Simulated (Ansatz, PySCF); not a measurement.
Reaction (SMILES): [Cl][Al]([Cl])[Cl] → [Cl][Al][Cl] + Cl atom (the Al-Cl bond at the site shown breaks; other sites are not compared here)
Each molecule is optimised on its own at B3LYP-D3(BJ)/def2-TZVP (Ansatz, a first-principles code).
Geometry of the first species:
SMILES: [Cl][Al]([Cl])[Cl]
```xyz
4

Al     0.0000     0.0000     0.0000
Cl    -0.0059     2.0762     0.0283
Cl     1.8011    -1.0328    -0.0289
Cl    -1.7952    -1.0434     0.0007
```
Charge 0, spin multiplicity 1.

Property: bond dissociation energy (enthalpy at 298 K, with B3LYP-D3(BJ) rigid-rotor harmonic-oscillator terms from PySCF), in kJ/mol. Valence correlation only, unless marked. UHF or UKS for open shells. No spin-orbit coupling. Non-relativistic. Basis-set limits of correlation are two-point, X^-3; Hartree-Fock from the larger set.

```tsv
level	program	bond dissociation energy (kJ/mol)	minus last row
HF-D3(BJ)/def2-TZVPD	PySCF + dftd3	396.7	-97.2
PBE0/def2-TZVP	Ansatz	469.5	-24.4
M06-2X/def2-TZVPD	PySCF	473.9	-20.0
RPA@PBE/cc-pV(Q+d)Z	Ansatz	442.6	-51.3
MP2/cc-pwCVTZ	Ansatz	493.7	-0.2
CCSD/cc-pV(T+d)Z	Ansatz	465.3	-28.6
CCSD(T)/CBS(cc-pV(T+d)Z,cc-pV(Q+d)Z)	Ansatz	493.9	0.0
```
